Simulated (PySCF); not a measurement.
System (SMILES): F[C]Cl (closed-shell singlet).
Geometry (B3LYP-D3(BJ)/def2-TZVP, fixed):
```
C
F 1 1.2975
Cl 1 1.7557 2 106.70
```
Charge 0, spin multiplicity 1.

Basis-set convergence of the mean static polarisability at HF with PySCF. All functions are spherical. Density fitting with generated auxiliary sets. No added dispersion term, no relativity. Reference: the value in aug-pcseg-3, 27.97 bohr³, itself unsure by roughly 0.3 % (its mean distance from aug-cc-pV(Q+d)Z, aug-pcseg-2, aug-cc-pV(T+d)Z). Deviations are taken from unrounded values.

| basis | functions | mean static polarisability (bohr³) |
|---|---|---|
| def2-SVP | 46 | 18.76 |
| def2-SVPD | 70 | 27.24 |
| pcseg-1 | 46 | 20.46 |
| aug-pcseg-1 | 73 | 28.00 |
| cc-pV(D+d)Z | 51 | 19.22 |
| aug-cc-pV(D+d)Z | 78 | 27.12 |
| 6-311G** | 62 | 19.42 |
| 6-311+G** | 74 | 22.95 |
| pcseg-2 | 94 | 22.91 |
| aug-pcseg-2 | 142 | 27.86 |
| cc-pV(T+d)Z | 99 | 23.06 |
| aug-cc-pV(T+d)Z | 147 | 27.84 |
| def2-TZVP | 99 | 23.87 |
| def2-TZVPD | 123 | 27.90 |
| def2-TZVPP | 104 | 23.92 |
| def2-TZVPPD | 128 | 27.91 |
| cc-pV(Q+d)Z | 174 | 25.55 |
| aug-cc-pV(Q+d)Z | 249 | 27.96 |
| def2-QZVPP | 184 | 25.93 |
| def2-QZVPPD | 208 | 27.95 |
| pcseg-3 | 184 | 25.99 |
| aug-pcseg-3 | 259 | 27.97 |

What the diffuse functions change, pair by pair:
- def2-SVP to def2-SVPD: 24 more functions, deviation -32.9 to -2.6 %
- pcseg-1 to aug-pcseg-1: 27 more functions, deviation -26.8 to 0.1 %
- cc-pV(D+d)Z to aug-cc-pV(D+d)Z: 27 more functions, deviation -31.3 to -3.0 %
- 6-311G** to 6-311+G**: 12 more functions, deviation -30.6 to -17.9 %
- pcseg-2 to aug-pcseg-2: 48 more functions, deviation -18.1 to -0.4 %
- cc-pV(T+d)Z to aug-cc-pV(T+d)Z: 48 more functions, deviation -17.6 to -0.5 %
- def2-TZVP to def2-TZVPD: 24 more functions, deviation -14.6 to -0.3 %
- def2-TZVPP to def2-TZVPPD: 24 more functions, deviation -14.5 to -0.2 %
- cc-pV(Q+d)Z to aug-cc-pV(Q+d)Z: 75 more functions, deviation -8.7 to 0.0 %
- def2-QZVPP to def2-QZVPPD: 24 more functions, deviation -7.3 to -0.1 %
- pcseg-3 to aug-pcseg-3: 75 more functions, deviation -7.1 to 0.0 %

Leaving out the reference's own pair, they bring the value nearer the reference by more than 0.3 % in 10 of 10 pairs.
